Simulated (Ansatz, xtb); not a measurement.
## C2H7Ge: 5 structures ranked

5 gas-phase structures of C2H7Ge, found in a search over its isomers (lower ones may exist). Each was relaxed with GFN2-xTB:

A. `C[CH][GeH3]`, a doublet
B. `C[CH2][GeH2]`, a doublet
C. `[CH2][CH2][GeH3]`, a doublet
D. `[CH3][GeH][CH3]`, a doublet
E. `[CH2][GeH2][CH3]`, a doublet

**Question.** Which do you expect lowest at r2SCAN-D4/def2-SVP, and how would the others follow?

**Answer.** Calculated order at r2SCAN-D4/def2-SVP: D (0.0), B (7.6), E (15.7), A (18.7), C (20.0) kcal/mol.

Energies above the lowest of each column, in kcal/mol; the last columns are at PBE0-D3(BJ)/def2-SVP geometries and were run for some of them only (a dash: not run or not comparable):

| structure | GFN2-xTB | HF/STO-3G | r2SCAN-D4/def2-SVP | PBE0-D3(BJ)/def2-SVP | CCSD(T)/def2-SVP + ΔMP2/def2-TZVPP |
| --- | --- | --- | --- | --- | --- |
| D | 0.7 | 5.3 | 0.0 | 0.0 | 0.0 |
| B | 0.0 | 16.6 | 7.6 | 6.9 | 9.0 |
| E | 30.0 | 0.0 | 15.7 | 19.3 | 18.2 |
| A | 22.5 | 5.1 | 18.7 | 21.7 | – |
| C | 26.4 | 13.4 | 20.0 | – | – |

CCSD(T)/def2-SVP + ΔMP2/def2-TZVPP puts D lowest of those it was run on; GFN2-xTB picks B, HF/STO-3G picks E. Flexible structures stand in one conformer each, not always the lowest. E keeps a small imaginary mode. Frequencies (PBE0-D3(BJ)/def2-SVP) were run for B, D, E alone. The ΔMP2 step shifts differences by up to 3.6 kcal/mol, which makes them less sure. Open shells are spin-unrestricted. ΔMP2 is the change of the MP2 energy from the smaller to the larger basis.

Over these structures GFN2-xTB departs from r2SCAN-D4/def2-SVP by 5.6 kcal/mol on average once a common shift is removed. A GFN2-xTB relaxation took about 0.14 s and the r2SCAN-D4/def2-SVP energy about 4.2 s on a shared host (Ansatz 0.2.0, xtb 6.7.1).
